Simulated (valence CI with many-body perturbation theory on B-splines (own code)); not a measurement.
## W42+: E2, M1 decay

Level of theory: valence CI with perturbative core correlation (CI+MBPT): four valence electrons over a frozen Dirac-Fock core [Ar] 3d10, a basis of 11 s, 11 p, 9 d, 7 f, 5 g, 2 h, 1 i functions for each j, with the one-electron correlation potential Σ1 (screened to all orders), the two-electron term Σ2, the three-electron term Σ3, Breit, model QED; selected single and double excitations, second order for the rest (own B-spline code, finite nucleus).

The last digits are not significant, and no measured levels were compared; by estimate large intervals hold to a few tenths of a per cent, small ones and those within an open d or f shell to about a per cent.

Lines 1 to 13 of 13 in falling wavelength, among levels below 495.37 eV, chosen from the decays that carry over 1 % of a level's rate. Wavelengths and rates use the calculated energies. Electric multipoles are in the length gauge, E1 and E2 with the static RPA response of the core. Weak lines are less certain than strong ones. Lines between different terms over intervals too small for the method are left out, as are lines whose strength nearly cancels.

Levels are named by their leading jj configuration (3d3/2^4 stands for four electrons in 3d with j = 3/2), which in mixed levels can hold well under half, so a name can repeat and another be missing. Letters in brackets count levels of one name in rising energy.

| λ vac (Å) | Upper | Lower | Type | A (s⁻¹) | Branch % |
| --- | --- | --- | --- | --- | --- |
| 166.0 | (4s^2 4p3/2 4d5/2) J=4 | (4s 4p1/2 4p3/2^2) J=3 | M1 | 8.44e+05 | 20.1 |
| 136.5 | (4s^2 4p3/2 4d5/2) J=4 | (4s^2 4p1/2 4d5/2) J=3 | M1 | 3.14e+06 | 74.6 |
| 136.5 | (4s^2 4p3/2 4d5/2) J=4 | (4s^2 4p1/2 4d5/2) J=3 | E2 | 4.60e+04 | 1.1 |
| 135.4 | (4s^2 4p1/2 4p3/2) J=1 | (4s^2 4p1/2^2) J=0 | M1 | 5.00e+06 | 100.0 |
| 130.8 | (4s^2 4p3/2^2) J=2 | (4s^2 4p1/2 4p3/2) J=2 | M1 | 4.11e+06 | 46.7 |
| 130.8 | (4s^2 4p3/2^2) J=2 | (4s^2 4p1/2 4p3/2) J=2 | E2 | 2.73e+05 | 3.1 |
| 130.3 | (4s^2 4p3/2 4d5/2) J=4 | (4s 4p1/2 4p3/2^2) J=2 [a] | E2 | 5.33e+04 | 1.3 |
| 129.4 | (4s^2 4p1/2 4p3/2) J=2 | (4s^2 4p1/2^2) J=0 | E2 | 1.49e+05 | 99.9 |
| 125.1 | (4s^2 4p3/2^2) J=2 | (4s^2 4p1/2 4p3/2) J=1 | M1 | 4.28e+06 | 48.6 |
| 125.1 | (4s^2 4p3/2^2) J=2 | (4s^2 4p1/2 4p3/2) J=1 | E2 | 1.34e+05 | 1.5 |
| 119.1 | (4s^2 4p3/2^2) J=0 | (4s^2 4p1/2 4p3/2) J=2 | E2 | 5.85e+05 | 5.3 |
| 114.4 | (4s^2 4p3/2^2) J=0 | (4s^2 4p1/2 4p3/2) J=1 | M1 | 1.05e+07 | 94.7 |
| 70.84 | (4s^2 4p3/2 4d5/2) J=4 | (4s 4p1/2^2 4p3/2) J=2 | E2 | 7.22e+04 | 1.7 |
